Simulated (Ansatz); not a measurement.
Mulliken charges of `F[SiH2]OC[SeH]` from r2SCAN/def2-TZVPP in Ansatz (PBE0-D4/def2-TZVP geometry).

```csv
atom,x (Å),y (Å),z (Å),charge (e)
F1,-2.024,0.876,-0.716,-0.323
Si2,-0.557,0.623,-1.294,0.683
O3,0.104,-0.683,-0.565,-0.360
C4,0.159,-0.969,0.797,0.024
Se5,0.707,0.516,1.957,-0.108
H6,0.219,1.860,-1.080,-0.080
H7,-0.662,0.250,-2.718,-0.082
H8,0.859,-1.789,0.947,0.099
H9,-0.822,-1.256,1.182,0.096
H10,2.101,0.521,1.493,0.052
```

Question: By hand: the dipole of these point charges (1 e Å = 4.8032 D).

Answer: Σ q r = (0.315, -0.130, -0.047) e Å, of length 0.344 e Å = 1.65 D.

Question: How does the dipole of the full density compare? (An estimate is asked.)

Answer: Computed: (0.238, -0.171, -0.026) e Å, 1.41 D; the point charges give 1.17 times that, at 13° from its direction.

Point charges leave out the atoms' own dipoles, such as those of lone pairs, and Mulliken's split depends on the basis, so the two needn't agree.
